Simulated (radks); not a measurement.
Species: Zn3+. Configuration: [Ar] 3d9.

Method: scalar-relativistic Kohn-Sham, PBE, spin-polarised, spherical densities, finite nucleus; open shells are filled with parallel spins first; Fermi nuclear charge, rms radius 3.9283 fm; computed with a radial shooting solver on a logarithmic mesh with Libxc functionals.

Energy parts (Ry):
part                       energy
total                 -3586.98000
kinetic                3644.25513
electron-nucleus      -8561.20529
Hartree                1470.76473
exchange-correlation   -140.79457

Orbitals (lengths in bohr, moments of r in powers of bohr; r(max) is where P^2 peaks; r(90%) holds 90 % of the orbital's charge):
| orbital | occ. | eigenvalue (Ry) | r(max) | r(90%) |
|---|---|---|---|---|
| 1s up | 1 | -703.2478 | 0.03291 | 0.0899 |
| 1s down | 1 | -703.2479 | 0.03291 | 0.0899 |
| 2s up | 1 | -88.28693 | 0.1893 | 0.350 |
| 2s down | 1 | -88.23734 | 0.1892 | 0.350 |
| 2p up | 3 | -76.93976 | 0.1521 | 0.324 |
| 2p down | 3 | -76.90262 | 0.1521 | 0.324 |
| 3s up | 1 | -12.61770 | 0.5872 | 1.01 |
| 3s down | 1 | -12.52581 | 0.5874 | 1.01 |
| 3p up | 3 | -9.23504 | 0.5907 | 1.09 |
| 3p down | 3 | -9.14477 | 0.5911 | 1.09 |
| 3d up | 5 | -3.76883 | 0.5586 | 1.39 |
| 3d down | 4 | -3.68270 | 0.5601 | 1.40 |

The highest occupied level is 3d down at -50.106 eV. Summed over all electrons, <r^2> = 12.73 bohr^2, which gives a Langevin (diamagnetic) susceptibility term of -10.1 x 10^-6 cm^3/mol. Spin moment in Bohr magnetons: 1. The density falls to 0.001 e/bohr^3 at r = 2.62 bohr. The electron density at the nucleus is 2.533e+04 e/bohr^3 (large components only).
